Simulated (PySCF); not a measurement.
[RuNF4]- (charge -1 and singlet state).
Structure used (PBE0-D3(BJ)/def2-SVP), in Å, numbered top down from 1:
```xyz
6
F4NRu angstrom
Ru     0.0101   -0.0163    0.1006
N      0.0060   -0.0246    1.6669
F      1.8325   -0.0171   -0.4503
F      0.0137    1.8052   -0.4524
F     -1.8087   -0.0116   -0.4622
F      0.0096   -1.8316   -0.4719
```

Computed, not measured: PBE0-D3(BJ)/def2-SVP geometry optimisation, gas phase, def2 core potentials past Kr (PySCF).

Which atoms are bound to Ru1, and at what distances?

5 atoms: N2 1.566 Å, F6 1.903 Å, F4 1.904 Å, F3 1.904 Å, F5 1.904 Å.

List the angles at Ru1.

```json
{"angle": "F3–Ru1–F5", "degrees": "146.0", "distance of the outer atoms (Å)": "3.64"}
{"angle": "F4–Ru1–F6", "degrees": "145.6", "distance of the outer atoms (Å)": "3.64"}
{"angle": "N2–Ru1–F6", "degrees": "107.2", "distance of the outer atoms (Å)": "2.80"}
{"angle": "N2–Ru1–F4", "degrees": "107.2", "distance of the outer atoms (Å)": "2.80"}
{"angle": "N2–Ru1–F5", "degrees": "107.0", "distance of the outer atoms (Å)": "2.80"}
{"angle": "N2–Ru1–F3", "degrees": "107.0", "distance of the outer atoms (Å)": "2.80"}
{"angle": "F3–Ru1–F4", "degrees": "85.1", "distance of the outer atoms (Å)": "2.57"}
{"angle": "F4–Ru1–F5", "degrees": "85.0", "distance of the outer atoms (Å)": "2.57"}
{"angle": "F5–Ru1–F6", "degrees": "85.0", "distance of the outer atoms (Å)": "2.57"}
{"angle": "F3–Ru1–F6", "degrees": "85.0", "distance of the outer atoms (Å)": "2.57"}
```

What is the shape at Ru1?

Square pyramidal: τ5 = (β − α)/60° = 0.01 from the two widest angles, 146.0° and 145.6° (0 for a square pyramid, 1 for a trigonal bipyramid).

What are the rotational constants (commonest isotopes, rigid rotor)?

A = 2783, B = 2778, C = 2009 MHz: an oblate symmetric top.

Point group: C4v (every atom within 0.08 Å of its image). Charge -1, singlet. The geometry's basis has no diffuse functions, a weakness for an anion. Whether it is a minimum is left open (no frequencies).
